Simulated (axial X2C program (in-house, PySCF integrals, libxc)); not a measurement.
## Correcting the dissociation energy of SbF for spin–orbit coupling

A spin-free CCSD(T) curve (one-electron X2C) was computed with an axial X2C code built on PySCF integrals, basis Sb dyall-cv3z [11s12p8d4f1g], F dyall-av3z [7s6p3d2f] (cores contracted in-house), for the state M_S = 1, Λ = 0 (beyond evenly filled blocks: π+α, π-α). It gives D0 = 3.994 eV to Sb + F, which in a spin-free picture are the weighted means of the ground terms.

Correlated methods: 12 electrons correlated (number of frozen shells: Sb 4 s, 3 p, 2 d; F 1 s), 256 virtual spin orbitals or spinors in MP2, 89 natural virtuals in coupled cluster.

Measured levels of the ground terms (NIST Handbook of Basic Atomic Spectroscopic Data), in cm⁻¹: Sb 4S: J = 3/2 at 0; F 2P: J = 3/2 at 0, J = 1/2 at 404.1.

The molecular state has Λ = 0, so it has no first-order lowering.

Problem. How far does each ground level lie under the (2J+1)-weighted mean of its term?

Solution. Sb: a single level, 0; F: (4 × 0 + 2 × 404.1)/6 = 135 cm⁻¹.

Problem. Correct D0.

Solution. D0 = 3.994 + (0 − 135)/8065.5 = 3.977 eV at CCSD(T) with these spin–orbit terms. The direct two-component run gives 3.932 eV; the difference holds second-order terms in the molecule, scalar two-electron terms, the gap between measured and computed atomic splittings (a 2c atom can miss part of its lowering) and, in coupled cluster, the truncation of each run.

Second-order spin–orbit effects in the molecule, which grow quickly with Z, are left out. The state is a single determinant with fixed occupations, the lowest that a limited PBE0 search found. De is counted from the lowest determinant-based energies of the atoms at the same level, without counterpoise correction. Coupled cluster ran in a truncated set of natural virtual spinors; the MP2 energy of the rest was added. (T) has no such correction and the atoms are truncated less, which lowers De at CCSD(T) by a hundredth of an eV or more. PBE0 can misorder states that lie within some tenths of an eV, so this need not be the ground state of the molecule. The nearest other spin-free determinant of the search, M_S = 0, Λ = 2, lies 0.85 eV up at the distance of the search. With the outer-core shells frozen, correlated bond lengths of heavy atoms tend to come out a few hundredths of an ångström too long.
